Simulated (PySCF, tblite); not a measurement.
Isomers of C4H7NSi2, one GFN2-xTB conformer each. Single-point energies are computed at PBE0/pcSseg-1 (PySCF, gas phase, no added dispersion term), electronic only.

Task: Rank them by PBE0/pcSseg-1 energy, lowest first (kJ/mol).
A. `[N:1]#[C:2][C:3]#[C:4][SiH2:5][CH2:6][SiH3:7]` with C4–Si5–C6–Si7 59°
B. `[CH:1]#[C:2][C:3]#[C:4][SiH2:5][SiH2:6][NH2:7]` with C4–Si5–Si6–N7 53°, Si5–Si6–N7–H -48° and 173°

Result: A (0.0), B (83.5).

As drawn, the lower has a C≡N group, which the higher lacks; the higher has an N–H bond and an Si–Si bond, which the lower lacks. GFN2-xTB itself gives, in the same order: 0.0, 40.1. Both levels put the same isomer lowest.

Task: Which frontier levels, dipoles and rotational constants go with these structures?

Result: 
```json
{"SMILES": "N#CC#C[SiH2]C[SiH3]", "HOMO (eV, PBE0/pcSseg-1)": "-8.63", "LUMO (eV)": "-1.78", "dipole (D)": "4.76", "A, B, C (MHz)": "2796, 761.6, 621.5"}
{"SMILES": "C#CC#C[SiH2][SiH2]N", "HOMO (eV, PBE0/pcSseg-1)": "-7.31", "LUMO (eV)": "-1.27", "dipole (D)": "1.47", "A, B, C (MHz)": "3518, 697.6, 607.0"}
```

Task: What happens when harmonic zero-point energies from GFN2-xTB frequencies are added?

Result: 
```csv
SMILES,ZPE (kJ/mol),electronic (kJ/mol),with ZPE (kJ/mol)
N#CC#C[SiH2]C[SiH3],222.1,0.0,0.0
C#CC#C[SiH2][SiH2]N,224.6,83.5,85.9
```

The zero-point energies span 2.5 kJ/mol. The order is unchanged.
